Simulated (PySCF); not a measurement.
**S+: ionisation energy**

S+ [Ne] 3s2 3p3 (4S) → S(2+) [Ne] 3s2 3p2 (3P), as a difference of total energies. All numbers are calculated (PySCF 2.14, the non-relativistic Hamiltonian (point nucleus), in cc-pV(T+d)Z). Correlated levels: valence: [Ne] frozen. The calculations carry no spin-orbit coupling.

```
           method  ionisation energy (eV)
              UHF                  22.720
              LDA                  23.400
           r2SCAN                  23.522
    MP2 (valence)                  23.336
SCS-MP2 (valence)                  23.149
   CCSD (valence)                  23.268
CCSD(T) (valence)                  23.306
```

How much does correlation contribute at CCSD(T) (valence)?

23.306 − (22.720) = 0.586 eV, measured against UHF.

The reference lies between the lowest fine-structure levels, while these numbers refer to the centres of the terms.

Errors of the correlated levels include the incompleteness of this basis and the frozen core.

For comparison: 23.338 eV (measured; NIST Atomic Spectra Database, ionization energies).
